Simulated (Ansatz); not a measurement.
The Pb1–H2 bond of H2OPb (SMILES [OH][PbH]) is stretched (multiplicity 1, the rest rigid).
Geometry at rest (charge 0, multiplicity 1):
```xyz
4

Pb    -0.12012    -0.10155     0.14051
H     -1.48640     0.02135    -1.14319
O      1.29889     0.89352    -1.05799
H      0.94497     1.15771    -1.91447
```

Correlated levels freeze the cores. Filled d and f shells under p-block atoms count as core.

Codes used: Ansatz (a quantum-chemistry and plane-wave program).  In def2 rows elements past Kr take small-core potentials, without spin–orbit coupling.

Energies above the point at 1.879 Å (the B3LYP-D3(BJ) bond length), FIC-MRCISD+Q on CASSCF(2,2)/def2-TZVPP (kcal/mol): 4.62 at 1.691 Å; 2.90 at 2.067 Å; 61.12 at 6.012 Å.

Problem. Take the last value as the depth D of a Morse curve D(1 − e^(−a(R − R₀)))², fit a and R₀ to the two near points, and test it at 2.536 and 3.288 Å.

Solution. 
With D = 61.1, both near points (counted from the curve's value at 1.879 Å) are met by a = 1.30 Å⁻¹ and R₀ = 1.878 Å, so k = 2Da² = 207 kcal/(mol Å²). The curve then gives 20.2 and 43.1 kcal/mol; the level itself gives 21.1 and 47.4, so Morse is off by -0.9 and -4.2.
